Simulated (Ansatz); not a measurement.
C$_{3}$H$_{12}$BNSi, SMILES `BN([SiH3])C(C)C` at its PBE0-D4/def2-TZVP geometry, where that method's forces vanish. The species carries charge 0 and has multiplicity 1.

```csv
atom,x (Å),y (Å),z (Å)
B1,-1.577,-0.989,0.072
N2,-0.721,0.093,0.283
Si3,-1.224,1.541,1.118
C4,0.682,0.101,-0.183
C5,1.491,-0.989,0.498
C6,0.757,0.013,-1.697
H7,-2.702,-0.926,0.479
H8,-1.195,-1.966,-0.508
H9,-0.352,1.761,2.305
H10,-2.638,1.407,1.534
H11,-1.055,2.718,0.222
H12,1.114,1.067,0.113
H13,1.440,-0.890,1.584
H14,1.108,-1.975,0.225
H15,2.540,-0.934,0.195
H16,1.794,0.085,-2.034
H17,0.187,0.820,-2.162
H18,0.350,-0.939,-2.045
```

Task: For each bond, give half the difference of the two atoms' forces along it (eV/Å; positive pushes the atoms apart) under PBE-D4, r2SCAN-D4, B3LYP-D4, ωB97M-V in def2-TZVPP. (An estimate is asked.)

Result: The calculation gave: 
```
   bond  length (Å)  PBE-D4  r2SCAN-D4  B3LYP-D4  ωB97M-V
  B1–N2       1.396    0.07       0.07      0.04     0.08
  B1–H7       1.198   -0.01      -0.07     -0.12    -0.11
  B1–H8       1.199    0.01      -0.07     -0.13    -0.12
 N2–Si3       1.745    0.15      -0.02      0.07     0.07
  N2–C4       1.479    0.12       0.22      0.19     0.12
 Si3–H9       1.489    0.04      -0.03     -0.08    -0.12
Si3–H10       1.480    0.03      -0.04     -0.10    -0.13
  C4–C5       1.519    0.00       0.06      0.13     0.11
 C4–H12       1.099    0.08      -0.08     -0.16    -0.14
 C5–H13       1.092    0.09      -0.03     -0.07    -0.06
 C5–H14       1.092    0.11      -0.04     -0.07    -0.07
 C5–H15       1.092    0.10      -0.03     -0.07    -0.07
 C6–H17       1.092    0.09      -0.03     -0.07    -0.06
 C6–H18       1.092    0.11      -0.04     -0.07    -0.07
```

B3LYP here is the variant with VWN-RPA as its local correlation; programs differ in this.

All numbers were calculated with Ansatz.
